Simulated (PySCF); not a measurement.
## Be⁺: ionisation energy

Be⁺ [He] 2s1 (2S) → Be²⁺ 1s2 (1S), as a difference of total energies. Computed with PySCF 2.14 in aug-cc-pVDZ (4s3p2d, 23 functions), with no relativity, point nucleus. The calculations carry no spin-orbit coupling.

Question: Order these methods by the ionisation energy they give, lowest first.
A. PBE
B. r2SCAN
C. PBE0
D. r2SCAN0

Answer: B (18.132 eV), D (18.177 eV), C (18.401 eV), A (18.429 eV).

For comparison: 18.211 eV (measured; NIST Atomic Spectra Database, ionization energies).
